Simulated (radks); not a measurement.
Results of a calculation; reference values are marked as such.
Mg2+, 10 electrons, occupied as 1s1.75 2s2 2p6 3s0.25 (fractional occupations, a model configuration). Code: a radial shooting solver on a logarithmic mesh with Libxc functionals. Model: Dirac Kohn-Sham, AM05, spin-unpolarised, spherical densities, finite nucleus; Fermi nuclear charge, rms radius 3.057 fm.

Spin-orbit splittings of the eigenvalues, e(l+1/2) - e(l-1/2), with zeta = 2 splitting/(2l+1) and mean radii in bohr:

shell,occ.,splitting (eV),zeta (eV),<r> j=l-1/2,<r> j=l+1/2
2p,6,0.3177,0.2118,0.6599,0.6621
3p,0,0.02229,0.01486,2.900,2.904
3d,0,0.0004092,0.0001637,3.972,3.972
